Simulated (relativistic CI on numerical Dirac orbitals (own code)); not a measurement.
## Forbidden transitions in Ba47+

Calculated at this level of theory: Dirac-Coulomb-Breit CI, KLI orbitals optimised for each configuration, model QED, unscaled Slater integrals (own radial code, finite nucleus).

Configurations in the expansion (outside the closed core 1s2): 2s2 2p5, 2s 2p6, 2p6 3s, 2p6 3p, 2p6 3d, 2s2 2p4 3s, 2s2 2p4 3p, 2s2 2p4 3d, 2s 2p5 3s, 2s 2p5 3p, 2s 2p5 3d, 2s2 2p4 4s, 2s2 2p4 4p, 2s2 2p4 4d, 2s2 2p4 4f, 2s 2p5 4s, 2s 2p5 4p, 2s2 2p3 3s2, 2s 2p5 4d, 2s 2p5 4f, 2s2 2p3 3s 3p, 2s2 2p4 5s, 2s2 2p4 5p, 2s2 2p4 5d, 2s2 2p4 5f, 2s2 2p4 5g, 2s2 2p3 3s 3d, 2s2 2p3 3p2, 2s2 2p3 3p 3d, 2s 2p4 3s2, 2s2 2p3 3d2, 2s 2p4 3s 3p, 2s 2p4 3s 3d, 2s 2p4 3p2, 2s 2p5 5s, 2s 2p5 5p. Levels of other configurations are missing.

| λ vac (nm) | Lower | Upper | Type | A (s⁻¹) | log gf |
| --- | --- | --- | --- | --- | --- |
| 0.16928 | 2s2 2p5 2P°_1/2 [2] | 2s2 2p4 5f 2P°_3/2 [367] | E2 | 8.76e+11 | -2.82 |
| 0.21592 | 2s2 2p5 2P°_3/2 [1] | 2s 2p5 3d 2D°_5/2 [87] | E2 | 9.11e+11 | -2.42 |
| 0.21609 | 2s2 2p5 2P°_3/2 [1] | 2s 2p5 3d 2F°_7/2 [86] | E2 | 1.14e+12 | -2.19 |
| 0.21643 | 2s 2p6 2S_1/2 [3] | 2p6 3d 2D_5/2 [115] | E2 | 1.26e+12 | -2.28 |
| 0.21653 | 2s2 2p5 2P°_1/2 [2] | 2s 2p5 3d 2P°_3/2 [108] | E2 | 2.10e+12 | -2.23 |
| 0.21654 | 2s2 2p5 2P°_1/2 [2] | 2s 2p5 3d 2F°_5/2 [107] | E2 | 1.57e+12 | -2.18 |
| 0.21681 | 2s2 2p5 2P°_3/2 [1] | 2s 2p5 3d 2D°_3/2 [85] | E2 | 1.84e+12 | -2.29 |
| 0.21704 | 2s2 2p5 2P°_3/2 [1] | 2s 2p5 3d 2F°_5/2 [83] | E2 | 6.70e+11 | -2.55 |
| 0.21718 | 2s2 2p5 2P°_3/2 [1] | 2s 2p5 3d 2P°_1/2 [82] | E2 | 1.97e+12 | -2.56 |
| 0.21742 | 2s 2p6 2S_1/2 [3] | 2p6 3d 2D_3/2 [112] | E2 | 1.25e+12 | -2.45 |
| 0.21768 | 2s2 2p5 2P°_1/2 [2] | 2s 2p5 3d 2F°_5/2 [103] | E2 | 9.11e+11 | -2.41 |
| 0.21803 | 2s2 2p5 2P°_3/2 [1] | 2s 2p5 3d 4D°_7/2 [79] | E2 | 7.74e+11 | -2.36 |
| 0.21808 | 2s2 2p5 2P°_1/2 [2] | 2s 2p5 3d 4F°_5/2 [102] | E2 | 4.93e+10 | -3.68 |
| 0.21811 | 2s2 2p5 2P°_3/2 [1] | 2s 2p5 3d 2D°_5/2 [78] | E2 | 7.11e+11 | -2.52 |
| 0.21919 | 2s2 2p5 2P°_3/2 [1] | 2s 2p5 3d 4D°_5/2 [76] | E2 | 2.14e+11 | -3.03 |
| 0.21925 | 2s2 2p5 2P°_3/2 [1] | 2s 2p5 3d 4F°_7/2 [75] | E2 | 6.09e+11 | -2.45 |
| 0.22972 | 2s2 2p5 2P°_3/2 [1] | 2s2 2p4 3d 4F_7/2 [47] | M2 | 2.03e+09 | -4.89 |
| 0.23277 | 2s2 2p5 2P°_3/2 [1] | 2s2 2p4 3p 2P°_1/2 [40] | E2 | 9.66e+10 | -3.80 |
| 0.23427 | 2s2 2p5 2P°_3/2 [1] | 2s2 2p4 3p 2D°_5/2 [39] | E2 | 1.32e+11 | -3.19 |
| 0.23458 | 2s2 2p5 2P°_3/2 [1] | 2s2 2p4 3p 2F°_7/2 [37] | E2 | 1.92e+11 | -2.90 |
| 0.23511 | 2s2 2p5 2P°_3/2 [1] | 2s2 2p4 3p 2D°_3/2 [36] | E2 | 1.62e+11 | -3.27 |
| 0.23519 | 2s2 2p5 2P°_3/2 [1] | 2s2 2p4 3p 2P°_1/2 [35] | E2 | 8.87e+10 | -3.83 |
| 0.23538 | 2s 2p6 2S_1/2 [3] | 2s 2p5 3p 2D_5/2 [99] | E2 | 2.02e+11 | -3.00 |
| 0.23545 | 2s2 2p5 2P°_3/2 [1] | 2s2 2p4 3p 4D°_5/2 [34] | E2 | 4.84e+10 | -3.62 |
| 0.24664 | 2s2 2p5 2P°_1/2 [2] | 2s2 2p4 3d 2D_5/2 [56] | M2 | 6.14e+09 | -4.47 |
| 0.24768 | 2s2 2p5 2P°_3/2 [1] | 2s2 2p4 3d 2F_7/2 [19] | M2 | 1.00e+10 | -4.13 |
| 0.25171 | 2s2 2p5 2P°_3/2 [1] | 2s2 2p4 3p 2P°_3/2 [14] | E2 | 1.35e+10 | -4.29 |
| 0.25256 | 2s2 2p5 2P°_3/2 [1] | 2s2 2p4 3p 2P°_3/2 [13] | E2 | 2.72e+11 | -2.98 |
| 0.25313 | 2s2 2p5 2P°_1/2 [2] | 2s2 2p4 3p 2D°_5/2 [39] | E2 | 1.54e+11 | -3.05 |
| 0.25348 | 2s2 2p5 2P°_1/2 [2] | 2s2 2p4 3p 2P°_3/2 [38] | E2 | 6.93e+10 | -3.57 |
| 0.25410 | 2s2 2p5 2P°_1/2 [2] | 2s2 2p4 3p 2D°_3/2 [36] | E2 | 8.58e+10 | -3.48 |
| 0.25421 | 2s2 2p5 2P°_3/2 [1] | 2s2 2p4 3p 2P°_1/2 [12] | E2 | 5.47e+10 | -3.97 |
| 0.25425 | 2s2 2p5 2P°_3/2 [1] | 2s2 2p4 3p 4D°_7/2 [11] | E2 | 7.25e+10 | -3.25 |
| 0.25428 | 2s2 2p5 2P°_3/2 [1] | 2s2 2p4 3p 2D°_5/2 [10] | E2 | 9.47e+10 | -3.26 |
| 0.25776 | 2s2 2p5 2P°_1/2 [2] | 2s2 2p4 3p 2P°_3/2 [33] | E2 | 7.15e+10 | -3.55 |
| 0.25784 | 2s2 2p5 2P°_3/2 [1] | 2s2 2p4 3p 2P°_1/2 [9] | E2 | 2.30e+11 | -3.34 |
| 0.25919 | 2s2 2p5 2P°_1/2 [2] | 2s2 2p4 3p 2F°_5/2 [32] | E2 | 1.66e+11 | -3.00 |
| 0.25990 | 2s2 2p5 2P°_3/2 [1] | 2s2 2p4 3p 2D°_5/2 [8] | E2 | 2.72e+11 | -2.78 |
| 0.25992 | 2s2 2p5 2P°_1/2 [2] | 2s2 2p4 3p 4D°_3/2 [31] | E2 | 9.11e+10 | -3.43 |
| 0.26004 | 2s2 2p5 2P°_3/2 [1] | 2s2 2p4 3p 4P°_3/2 [7] | E2 | 8.23e+10 | -3.48 |
| 0.26025 | 2s2 2p5 2P°_1/2 [2] | 2s2 2p4 3p 4P°_1/2 [30] | M1 | 1.59e+09 | -5.49 |
| 0.26405 | 2s2 2p5 2P°_1/2 [2] | 2s2 2p4 3s 2D_5/2 [28] | M2 | 3.61e+08 | -5.65 |
| 0.28346 | 2s 2p6 2S_1/2 [3] | 2s2 2p4 3s 2D_5/2 [28] | E2 | 3.10e+08 | -5.65 |
| 3.0078 | 2s2 2p4 3s 4P_5/2 [4] | 2s2 2p4 3s 2D_5/2 [28] | M1 | 2.73e+08 | -3.65 |
| 3.1453 | 2s2 2p5 2P°_3/2 [1] | 2s2 2p5 2P°_1/2 [2] | M1 | 5.64e+08 | -3.78 |

Terms are leading LS components. Brackets give the number of a level in order of energy, since labels repeat. The list gives strong lines, with weight on those to low levels, among the lowest 400 of 1235 levels, so that lines to higher ones, which can be the strongest, are missing. Levels whose partners in the same complex of configurations lie outside the list can be far off, and so can their lines. Rates are taken at the computed energies, electric ones in the length gauge.

At this charge energies of transitions that change n are usually good to better than 1 %, and those within a shell (Δn = 0) to a few per cent.

LS names give the leading component of a level, which can be under half, so a name can repeat, a term be missing and a line seem to break the LS rules.
